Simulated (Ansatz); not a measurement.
One change: `C=C/N=C/S` becomes `C=C/N=C/O[SiH3]`.

Ansatz, PBE0-D4/def2-TZVP geometries, multiplicity 1. Each molecule was computed in one conformer, which needn't be the lowest.

| property | `C=C/N=C/S` |
| --- | --- |
| HOMO–LUMO gap (ωB97M-V/def2-TZVPP) / eV | 9.64 |
| HOMO energy (B3LYP/def2-TZVPP) / eV | -6.45 |
| HOMO energy (PBE0/def2-TZVPP) / eV | -6.66 |
| LUMO energy (PBE/def2-TZVPP) / eV | -2.05 |
| size of the dipole moment (B3LYP/def2-TZVPP) / D | 2.42 |
| HOMO energy (PBE/def2-TZVPP) / eV | -5.67 |

(1) What does the change do to each property? (Estimate.)

## Answers

(1) The calculation gave: 
```
                                        property  `C=C/N=C/O[SiH3]`  shift
         HOMO–LUMO gap (ωB97M-V/def2-TZVPP) / eV              10.37   0.73
             HOMO energy (B3LYP/def2-TZVPP) / eV              -6.68  -0.23
              HOMO energy (PBE0/def2-TZVPP) / eV              -6.88  -0.22
               LUMO energy (PBE/def2-TZVPP) / eV              -1.75   0.30
size of the dipole moment (B3LYP/def2-TZVPP) / D               0.85  -1.57
               HOMO energy (PBE/def2-TZVPP) / eV              -5.85  -0.18
```

With PBE0 the HOMO falls by 0.22 eV and the LUMO rises by 0.38 eV, so the gap widens by about 0.60 eV. PBE moves the HOMO by -0.18 eV and ωB97M-V by -0.32 eV. Dipoles are sizes alone; their direction can turn.

Positive LUMOs are unbound, so they and the gaps depend on the basis.

B3LYP here is the variant with VWN-RPA as its local correlation; programs differ in this.
